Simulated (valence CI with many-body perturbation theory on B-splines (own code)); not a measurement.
# Bi XI: magnetic and hyperfine properties of the levels

Level of theory: valence CI with perturbative core correlation (CI+MBPT): five valence electrons over a frozen Dirac-Fock core [Xe] 4f14, a basis of 7 s, 7 p, 8 d, 6 f, 4 g, 1 h functions for each j, with the one-electron correlation potential Σ1, the two-electron term Σ2, the three-electron term Σ3, Breit, model QED; selected CI, second order for the rest, scaled by the run's own slope (own B-spline code, finite nucleus).

No measured levels were compared; by estimate terms of the open shell hold to 2 to 4 % of their energy, and close levels can change places. Among the levels kept, up to 1000 cm⁻¹ of a level comes from second order outside the variational space, and about a tenth of that is noise between levels of different J, which matters for small intervals. Excitations out of the core, of the other parity, are not computed and may begin above about 51.2 eV (a cautious bound); beyond it only levels of the ground parity were kept, without lifetimes.

A/g_I is the dipole constant over the nuclear g factor μ/I (μ in nuclear magnetons, uniformly magnetised nucleus), B/Q the quadrupole constant per barn. Both hold the static response of the core; the bare values leave it out. Large factors of s and p1/2 electrons are usually good to 5 to 10 %; those of open d and f shells near neutrality can be off by tens of per cent, and small factors of p3/2, d and f electrons come from cancelling terms and can be off by a factor of two or in sign, in half-filled shells by more. B is blank for J = 1/2, where it vanishes, and for nearly pure S terms. Energies count from the lowest level.

Levels are named by their leading jj configuration (3d3/2^4 stands for four electrons in 3d with j = 3/2), which in mixed levels can hold well under half, so a name can repeat and another be missing. Letters in brackets count levels of one name in rising energy.

| Level | E (cm⁻¹) | g | A/g_I (MHz) | A/g_I bare | B/Q (MHz/b) | B/Q bare |
| --- | --- | --- | --- | --- | --- | --- |
| (5d3/2^4 5d5/2) J=5/2 | 0 | 1.701 | -1830 | 770 | 1460 | 1180 |
| (5d3/2^3 5d5/2^2) J=5/2 [a] | 21922 | 1.163 | 1000 | 1440 | 2700 | 2350 |
| (5d3/2^3 5d5/2^2) J=7/2 [a] | 35908 | 1.141 | 1570 | 2080 | 3950 | 3500 |
| (5d3/2^3 5d5/2^2) J=3/2 [a] | 37332 | 1.272 | 1280 | 2430 | 3230 | 2860 |
| (5d3/2^3 5d5/2^2) J=11/2 | 38936 | 1.160 | 1860 | 2570 | -328 | -408 |
| (5d3/2^3 5d5/2^2) J=9/2 | 42236 | 1.160 | 1660 | 2300 | 3500 | 3070 |
| (5d3/2^3 5d5/2^2) J=5/2 [b] | 42963 | 1.123 | 1720 | 2180 | 876 | 829 |
| (5d3/2^3 5d5/2^2) J=1/2 | 45846 | 1.770 | -3200 | -763 |  |  |
| (5d3/2^3 5d5/2^2) J=7/2 [b] | 52328 | 1.144 | 1930 | 2570 | -2620 | -2300 |
| (5d3/2^2 5d5/2^3) J=5/2 [a] | 56583 | 1.224 | 804 | 1520 | -2.22 | -40.2 |
| (5d3/2^2 5d5/2^3) J=7/2 [a] | 62096 | 1.202 | 1230 | 1980 | -1640 | -1470 |
| (5d3/2^3 5d5/2^2) J=3/2 [b] | 63904 | 0.812 | 4780 | 4480 | -3210 | -2860 |
| (5d3/2^2 5d5/2^3) J=11/2 | 63990 | 1.056 | 2370 | 2650 | 161 | 136 |
| (5d3/2^2 5d5/2^3) J=9/2 [a] | 66912 | 1.150 | 1670 | 2250 | -705 | -631 |
| (5d3/2^2 5d5/2^3) J=1/2 [a] | 67023 | 0.729 | 6160 | 5830 |  |  |
| (5d3/2^2 5d5/2^3) J=3/2 [a] | 70371 | 1.188 | 1490 | 2220 | 288 | 241 |
| (5d3/2^2 5d5/2^3) J=13/2 | 70952 | 1.076 | 2390 | 2780 | -5.63 | -4.48 |
| (5d3/2^2 5d5/2^3) J=5/2 [b] | 73016 | 1.010 | 2770 | 2920 | -908 | -751 |
| (5d3/2^2 5d5/2^3) J=9/2 [b] | 80785 | 1.111 | 2040 | 2520 | 379 | 350 |
| (5d3/2^2 5d5/2^3) J=7/2 [b] | 82560 | 0.995 | 3170 | 3360 | -182 | -119 |
| (5d3/2^2 5d5/2^3) J=5/2 [c] | 83733 | 1.034 | 2660 | 2900 | 885 | 748 |
| (5d3/2^2 5d5/2^3) J=3/2 [b] | 88469 | 0.803 | 4680 | 4270 | 359 | 351 |
| (5d3/2^2 5d5/2^3) J=7/2 [c] | 91785 | 1.066 | 2620 | 3040 | 799 | 697 |
| (5d3/2^2 5d5/2^3) J=1/2 [b] | 92044 | 1.881 | -3700 | -799 |  |  |
| (5d3/2 5d5/2^4) J=5/2 [a] | 93457 | 1.220 | 642 | 1290 | -2090 | -1860 |
| (5d3/2^2 5d5/2^3) J=9/2 [c] | 100140 | 1.102 | 2090 | 2540 | 2450 | 2290 |
| (5d3/2 5d5/2^4) J=7/2 [a] | 103030 | 1.195 | 1240 | 1940 | -5390 | -4800 |
| (5d3/2 5d5/2^4) J=11/2 | 106710 | 1.069 | 2360 | 2710 | 159 | 269 |
| (5d3/2 5d5/2^4) J=3/2 [a] | 108650 | 0.881 | 3340 | 2910 | -3390 | -3020 |
| (5d3/2 5d5/2^4) J=5/2 [b] | 115650 | 1.131 | 1780 | 2300 | 2680 | 2450 |
| (5d3/2 5d5/2^4) J=9/2 | 117560 | 1.111 | 1970 | 2430 | -5620 | -5030 |
| (5d3/2^2 5d5/2^3) J=3/2 [c] | 121750 | 1.222 | 1310 | 2210 | -2320 | -2060 |
| (5d3/2^2 5d5/2^3) J=5/2 [d] | 121760 | 1.102 | 1830 | 2200 | -994 | -847 |
| (5d3/2 5d5/2^4) J=7/2 [b] | 124580 | 0.965 | 3150 | 3160 | 5080 | 4510 |
| (5d3/2 5d5/2^4) J=1/2 | 137790 | 0.954 | 646 | -280 |  |  |
| (5d5/2^5) J=5/2 | 152810 | 1.173 | 1320 | 1910 | -4630 | -4110 |
| (5d3/2 5d5/2^4) J=3/2 [b] | 154580 | 0.883 | 4510 | 4470 | 5060 | 4520 |
| (5d3/2^4 6s) J=1/2 | 317570 | 2.668 | 107000 | 101000 |  |  |
| (5d3/2^3 5d5/2 6s) J=3/2 [a] | 335000 | 1.798 | 32400 | 31200 | 1700 | 1480 |
| (5d3/2^3 5d5/2 6s) J=5/2 [a] | 345680 | 1.571 | 19600 | 19300 | 2420 | 2100 |

Question: Take the isotope of mass number 207, with I = 9/2, μ = 4.0729 μN, leaving out the quadrupole term. What is the hyperfine structure of (5d3/2^3 5d5/2^2) J=9/2?

Answer: From the table A = 1500 MHz. Shifts from the centre of gravity in MHz: F = 0: -37100, F = 1: -35600, F = 2: -32600, F = 3: -28100, F = 4: -22100, F = 5: -14600, F = 6: -5620, F = 7: 4880, F = 8: 16900, F = 9: 30400.
